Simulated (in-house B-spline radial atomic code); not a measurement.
Configurations of Xe5+, with energies counted from [Kr] 4d10 5s2 (5p1/2)1. Level of theory: Dirac-Hartree-Fock, average of each configuration as written, Fermi nucleus of rms radius 4.7859 fm; calculated with a radial B-spline atomic code at the basis-set limit. Energies include first-order Breit, QED and recoil terms.

Occupations are held fixed; configurations that lie above the ionisation limit could autoionise.

```tsv
configuration	E - E(ref) (eV)	highest orbital	its <r> (bohr)
[Kr] 4d10 5s2 (5p3/2)1	1.9308	5p3/2	1.917
[Kr] 4d10 5s1 (5p1/2)1 (5p3/2)1	14.269	5p3/2	1.919
[Kr] 4d10 5s2 (6p1/2)1	32.538	6p1/2	3.628
[Kr] 4d10 5s2 7s1	42.649	7s1/2	5.375
[Kr] 4d10 5s1 (5p3/2)1 (6p1/2)1	46.527	6p1/2	3.616
[Kr] (4d3/2)3 (4d5/2)6 5s2 (5p3/2)1 (6f7/2)1	116.08	6f7/2	6.021
[Kr] (4d3/2)3 (4d5/2)6 5s2 (5p3/2)1 (9g9/2)1	127.34	9g9/2	18.31
```

(1) Order these further configurations by energy, lowest first.
A. [Kr] (4d3/2)3 (4d5/2)6 5s2 (5p1/2)1 (7p3/2)1
B. [Ar] 3d10 4s2 (4p1/2)2 (4p3/2)3 4d10 5s2 (5p1/2)1 (7d5/2)1
C. [Ar] (3d3/2)4 (3d5/2)5 4s2 4p6 4d10 5s2 (5p3/2)1 (5f7/2)1
D. [Ar] (3d3/2)4 (3d5/2)5 4s2 4p6 4d10 5s2 (5p1/2)1 (7g9/2)1
E. [Ar] (3d3/2)4 (3d5/2)5 4s2 4p6 4d10 5s2 (5p3/2)1 (9f7/2)1

(2) How far above the reference does [Ar] 3d10 4s2 (4p1/2)2 (4p3/2)3 4d10 5s2 (5p1/2)1 (9d5/2)1 lie?

(3) How far above the reference does [Kr] 4d10 5s1 (5p3/2)1 (9d3/2)1 lie?

(4) How far above the reference does [Ar] 3d10 4s2 (4p1/2)1 (4p3/2)4 4d10 5s2 (5p3/2)1 (6g9/2)1 lie?

## Answers

(1) A (110.72 eV), B (202.88 eV), C (716.89 eV), D (731.18 eV), E (736.46 eV).

(2) 210.76 eV; its least bound orbital is 9d5/2 with <r> = 13.34 bohr.

(3) 70.933 eV; its least bound orbital is 9d3/2 with <r> = 13.41 bohr.

(4) 220.58 eV; its least bound orbital is 6g9/2 with <r> = 7.172 bohr.
